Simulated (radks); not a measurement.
Tm III, 67 electrons, occupied as [Kr] 4d10 4f13 5s1.75 5p6 5f0.25 (fractional occupations, a model configuration). All-electron calculation, scalar-relativistic Kohn-Sham, PBE, spin-polarised, spherical densities, point nucleus; open shells are filled with parallel spins first (spin-orbit coupling, left out, can overturn this in heavy ions). Program: a radial shooting solver on a logarithmic mesh with Libxc functionals.

Unscreened Slater integrals over Kohn-Sham orbitals (cm^-1). They are taken over the spin-up orbitals. Empty in this configuration: 6s.

\begin{tabular}{lr}
integral & value \\ \hline
F0(5f,5f) & 28900 \\
F2(5f,5f) & 16025 \\
F4(5f,5f) & 10703 \\
F6(5f,5f) & 7921.8 \\
F0(5f,4f) & 36806 \\
F2(5f,4f) & 1668.4 \\
F4(5f,4f) & 483.83 \\
F6(5f,4f) & 286.81 \\
G0(5f,4f) & 604.82 \\
G2(5f,4f) & 492.15 \\
G4(5f,4f) & 332.63 \\
G6(5f,4f) & 244.52 \\
F0(5f,5p) & 36394 \\
F2(5f,5p) & 3580.7 \\
G2(5f,5p) & 383.56 \\
G4(5f,5p) & 281.22 \\
F0(5f,5s) & 36489 \\
G3(5f,5s) & 138.06 \\
F0(5f,6s) & 35329 \\
G3(5f,6s) & 5914.2 \\
F0(4f,4f) & 262880 \\
F2(4f,4f) & 121570 \\
F4(4f,4f) & 75647 \\
F6(4f,4f) & 54251 \\
F0(4f,5p) & 163760 \\
F2(4f,5p) & 55329 \\
G2(4f,5p) & 29838 \\
G4(4f,5p) & 22627 \\
F0(4f,5s) & 186410 \\
G3(4f,5s) & 35149 \\
F0(4f,6s) & 79794 \\
G3(4f,6s) & 3298.6 \\
F0(5p,5p) & 136540 \\
F2(5p,5p) & 73339 \\
F0(5p,5s) & 147130 \\
G1(5p,5s) & 97558 \\
F0(5p,6s) & 75574 \\
G1(5p,6s) & 6665.6 \\
F0(5s,5s) & 161340 \\
F0(5s,6s) & 77018 \\
G0(5s,6s) & 3534.0 \\
F0(6s,6s) & 61355 \\
\end{tabular}

Derived for the open shells (J is the average intra-shell exchange parameter used in DFT+U). 4f: F4/F2 = 0.622, F6/F2 = 0.446, J = (286 F2 + 195 F4 + 250 F6)/6435 = 9803 cm^-1. 5f: F4/F2 = 0.668, F6/F2 = 0.494, J = (286 F2 + 195 F4 + 250 F6)/6435 = 1344 cm^-1.
